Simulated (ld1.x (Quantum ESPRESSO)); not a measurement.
## Scattering properties, TM potential for Zn

zinc, norm-conserving Troullier–Martins (Kleinman–Bylander form), made with ld1.x (Quantum ESPRESSO) 7.5 (PW91, scalar-relativistic). Core [Ar], reference 3d10 4s1 4p0 (charge +1). Waves: 4s (bound): rc 1.65 bohr; 4p (bound, empty): rc 1.65 bohr; 3d (bound): rc 1.25 bohr. Local part: all-electron potential smoothed inside 1.30 bohr (lloc = -1). Core correction: a·sin(br)/r model core, default radius (core density twice the valence density).

The phase is arctan(r·u′/u) with u = r·R(r), unwrapped; energies in Ry, scanned from -3 to 5 Ry. A pole is an energy at which the radial function vanishes at the test radius. The pseudo phase is shifted by a multiple of π to meet the all-electron one at the reference energy, and phase errors are pseudo minus all-electron; the curves can meet again beyond the range given. Levels narrower than the energy grid can be missing from the lists of poles.

**Question.** For each channel, where are the poles, and over which energies does the pseudopotential scatter like the atom?

**Answer.**

```json
{"channel": "s", "radius (bohr)": "1.81", "reference energy (Ry)": "-1.03", "poles, all-electron": "4.53", "poles, pseudo": "-1.58, 4.69", "unbroken range about the reference energy with phases within 0.05 rad": "above -1.5", "phase error 1 Ry above the reference energy (rad)": "+0.028"}
{"channel": "p", "radius (bohr)": "1.81", "reference energy (Ry)": "-0.58", "poles, all-electron": "none", "poles, pseudo": "2.33", "unbroken range about the reference energy with phases within 0.05 rad": "below 0.3", "phase error 1 Ry above the reference energy (rad)": "-0.083"}
{"channel": "d", "radius (bohr)": "1.81", "reference energy (Ry)": "-1.46", "poles, all-electron": "-1.09", "poles, pseudo": "-1.09", "unbroken range about the reference energy with phases within 0.05 rad": "below 1.9", "phase error 1 Ry above the reference energy (rad)": "+0.004"}
```

Note: ghost state, extra bound levels that the all-electron valence spectrum of the same l lacks: s at -21.7 eV. A true bound ghost makes a file unfit for plane-wave use.

Phases in the p channel:

```csv
E (Ry),all-electron,pseudo
-3.00,1.219,1.203
-2.76,1.201,1.187
-2.52,1.181,1.167
-2.28,1.158,1.146
-2.04,1.132,1.121
-1.80,1.101,1.093
-1.56,1.066,1.059
-1.32,1.023,1.018
-1.08,0.972,0.969
-0.84,0.909,0.908
-0.60,0.830,0.830
-0.36,0.730,0.729
-0.12,0.602,0.594
0.12,0.438,0.410
0.36,0.233,0.165
0.60,-0.008,-0.141
0.84,-0.263,-0.468
1.08,-0.501,-0.763
1.32,-0.703,-0.999
1.56,-0.863,-1.180
1.80,-0.989,-1.322
2.04,-1.087,-1.441
2.28,-1.164,-1.548
2.52,-1.226,-1.654
2.76,-1.277,-1.770
3.00,-1.320,-1.911
3.24,-1.355,-2.104
3.48,-1.386,-2.390
3.72,-1.412,-2.810
3.96,-1.436,-3.297
4.20,-1.456,-3.690
4.44,-1.475,-3.947
4.68,-1.492,-4.112
4.92,-1.507,-4.223
```
